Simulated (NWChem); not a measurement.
System: C2H4ClF; SMILES C[C@@H](F)Cl

Computed with NWChem. Pople sets run with spherical d functions. Coordinates come from a PBE0/def2-SVP optimisation. Level: PBE0/6-31+G*; the question gives the wavelength of the field.

Estimate the computed values for field 1065 nm. Quantities: isotropic polarisability (bohr³); anisotropy (bohr³).


```yaml
isotropic polarisability (bohr³): 37.0
anisotropy (bohr³): 13.0
```
